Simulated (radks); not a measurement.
Effect of the nuclear size on the hafnium ion Hf+, [Xe] 4f14 5d1 6s2. All-electron calculation, Dirac Kohn-Sham, BLYP, spin-unpolarised, spherical densities, finite nucleus; open shells are shared between the two j in proportion to 2j + 1; Fermi nuclear charge, rms radius 5.347 fm. Program: a radial shooting solver on a logarithmic mesh with Libxc functionals. The rms radius is varied about that value; shifts are against it.

| rms radius (fm) | total energy shift (eV) | density at nucleus (e/bohr^3) | 1s1/2 shift (meV) | 2s1/2 shift (meV) | 5s1/2 shift (meV) | 5p1/2 shift (meV) | 6s1/2 shift (meV) | 5d5/2 shift (meV) | 6p1/2 (empty) shift (meV) |
|---|---|---|---|---|---|---|---|---|---|
| 4.3418 | -16.8 | 1.295e+06 | -6820 | -944 | -7.71 | 0.745 | -0.655 | 0.607 | 0.244 |
| 5.0957 | -4.41 | 1.228e+06 | -1790 | -248 | -2.03 | 0.196 | -0.172 | 0.160 | 0.064 |
| 5.347 | 0 | 1.209e+06 | 0.000 | 0.000 | 0.000 | 0.000 | 0.000 | 0.000 | 0.000 |
| 5.8015 | 8.34 | 1.177e+06 | 3390 | 469 | 3.83 | -0.370 | 0.326 | -0.302 | -0.121 |
| 6.3095 | 18.2 | 1.145e+06 | 7400 | 1020 | 8.37 | -0.807 | 0.711 | -0.658 | -0.264 |

Slopes of the eigenvalues against <r^2> in GHz/fm^2, as finite differences over the two radii next to the reference (eigenvalue slopes, not the field-shift constants of lines): 1s1/2 163000, 2s1/2 22600, 5s1/2 184, 5p1/2 -17.8, 6s1/2 15.7, 5d5/2 -14.5, 6p1/2 (empty) -5.82.
